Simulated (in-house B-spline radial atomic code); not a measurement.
Atomic self-consistent-field run: In2+. Method: non-relativistic PBE0, spin-polarised, spherical fractional occupations, point nucleus, inside a hard spherical wall at 3.03 bohr. Calculated with a radial B-spline atomic code at the basis-set limit.

Command:
```bash
python run_scf.py task.json out
```
Settings:
```
Z                49
configuration    [Ar] 3d9 4s2 4p6 4d10 5s1 5f1
hamiltonian      nr
method           pbe0
spin_polarised   True
wall_radius      3.03
```

Output (hartree, bohr):
```
 radial grid: 43 intervals, B-splines of order 8, outer radius 3.03 bohr

 iter        energy (Eh)    residual
    1       -5715.196519    6.12e-01
    2       -5717.625566    3.52e-01
    3       -5720.976035    4.16e-02
    4       -5721.044824    5.45e-03
    5       -5721.045156    2.93e-03
    6       -5721.045452    7.94e-04
    7       -5721.045473    1.41e-05
    8       -5721.045473    4.99e-06
    9       -5721.045473    8.47e-07
   10       -5721.045473    3.92e-08

 total energy                     -5721.04547
 kinetic                            5726.7452
 electron-nucleus                 -13571.0215
 Hartree                            2277.0684
 exact exchange                      -37.6408
 exchange-correlation               -116.1967

 orbital      occ     eigenvalue          <r>       <r^2>       <1/r>     <1/r^2>       r_max
 1s up      1.000      -989.9174    0.0310519  0.00128984     48.4747     4717.02     0.02056
 1s down    1.000      -989.9122    0.0310518  0.00128983     48.4748     4717.02     0.02056
 2s up      1.000      -147.4586     0.134236   0.0211646     11.0698     497.862      0.1139
 2s down    1.000      -147.3496      0.13419   0.0211496      11.074     498.221      0.1139
 2p up      3.000      -137.7543     0.114613   0.0159767     11.0661     165.907     0.08928
 2p down    3.000      -137.6660     0.114557   0.0159594     11.0705     166.022     0.08926
 3s up      1.000       -29.2754     0.358451    0.146649     4.01363     98.8088       0.326
 3s down    1.000       -29.1403     0.358722    0.146865     4.00871     98.5228      0.3262
 3p up      3.000       -25.3113      0.34938    0.141396     3.93388     32.7411      0.3125
 3p down    3.000       -25.1607     0.349696    0.141646     3.92859     32.6439      0.3127
 3d up      5.000       -18.0485     0.319556    0.120844     3.79139     17.9699      0.2565
 3d down    4.000       -17.7801     0.320224    0.121399     3.78517     17.9195      0.2568
 4s up      1.000        -5.0515     0.865072    0.846535      1.5864     20.0492      0.7852
 4s down    1.000        -4.9994     0.867461    0.851049     1.58061      19.875      0.7871
 4p up      3.000        -3.7096     0.917907    0.962256     1.47522     6.31422       0.814
 4p down    3.000        -3.6633     0.918962    0.963811     1.47219     6.28293      0.8158
 4d up      5.000        -1.4905      1.08604     1.37395     1.21212     2.70245      0.8966
 4d down    5.000        -1.4430      1.08589     1.37207     1.21137     2.69957      0.9001
 5s up      1.000        -0.5018      1.79961     3.51453    0.717195     4.69938        1.86
 5f up      1.000         2.3439      1.54189     2.98166    0.905374     1.16932      0.8229
```

Time taken, with all properties: 0.16 s on 1 thread of Arm Neoverse V1, on a shared host.

Caution: exact exchange at fractional occupations of open shells leaves self-interaction of up to several eV.
